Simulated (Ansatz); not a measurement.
C2H4O2Si (SMILES C=C1O[SiH2]O1): the energy to break a bond

C2H4O2Si: 9 atoms, total charge 0, spin state singlet. SMILES: `C=C1O[SiH2]O1`. Geometry: optimised at r2SCAN/def2-SVP.

```xyz
9

C     0.5321    1.3711   -1.1400
C     0.1584    0.3861   -0.3255
O    -0.5872    0.4829    0.8391
Si   -0.4469   -1.2087    0.9933
O     0.4267   -0.9680   -0.4501
H     0.2435    2.3957   -0.9095
H     1.1216    1.1393   -2.0260
H    -1.7131   -1.9673    0.8513
H     0.3534   -1.6774    2.1503
```

Wanted: the dissociation energy of the H8–Si4 bond into doublet H and doublet C2H3O2Si (shapes relaxed at r2SCAN/def2-SVP, no zero-point term). 1 Eh = 2625.50 kJ/mol = 27.2114 eV. Totals in Eh; open shells run unrestricted unless said.

```tsv
level	program	C2H4O2Si	doublet H	doublet C2H3O2Si
HF/def2-SVP	Ansatz	-516.468869	-0.499278	-515.840295
PBE/def2-SVP	Ansatz	-517.899739	-0.498629	-517.265216
r2SCAN/def2-SVP	Ansatz	-518.158956	-0.499209	-517.517056
```

Q: Work out the dissociation energy at each level.

A: 
1. HF/def2-SVP: (-0.499278) + (-515.840295) − (-516.468869) = 0.129296 Eh = 339.5 kJ/mol = 3.52 eV.
2. PBE/def2-SVP: (-0.498629) + (-517.265216) − (-517.899739) = 0.135894 Eh = 356.8 kJ/mol = 3.70 eV.
3. r2SCAN/def2-SVP: (-0.499209) + (-517.517056) − (-518.158956) = 0.142691 Eh = 374.6 kJ/mol = 3.88 eV.

The levels span 339 to 375 kJ/mol; no measured value is set beside them. Hartree–Fock lacks the correlation of the bonding electrons, so it comes out low. A bond enthalpy at 298 K also holds the loss of zero-point energy and thermal terms.
